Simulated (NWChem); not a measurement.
SiH4SO2; SMILES O[SiH](O)S

```xyz
8

Si     0.0125    -0.4610    -0.3714
O      1.2576    -1.3298     0.2677
O     -1.4011    -1.0482     0.2574
S      0.0415     1.6275     0.1389
H      0.1519    -0.6267    -1.8377
H      1.3296    -1.3401     1.2276
H     -2.1965    -0.5241     0.1254
H      1.0237     1.9285    -0.7385
```
Atoms are numbered in this order, from 1.

Results from NWChem. Structure relaxed at the PBE0/def2-SVP level. Ions are spin-unrestricted doublets at the neutral geometry; other ion states weren't tried. Functional: LC-ωPBE (HJS hole) with def2-SVP; rows give the range parameter ω in 1/bohr.

| range parameter (1/bohr) | vertical ionisation energy, ΔSCF (eV) | −ε(HOMO) (eV) | ΔSCF minus −ε(HOMO) (eV) |
|---|---|---|---|
| 0.10 | 9.70 | 7.64 | 2.06 |
| 0.15 | 9.80 | 8.29 | 1.51 |
| 0.25 | 10.02 | 9.32 | 0.70 |
| 0.60 | 10.30 | 11.03 | -0.73 |
| 0.80 | 10.35 | 11.34 | -0.99 |
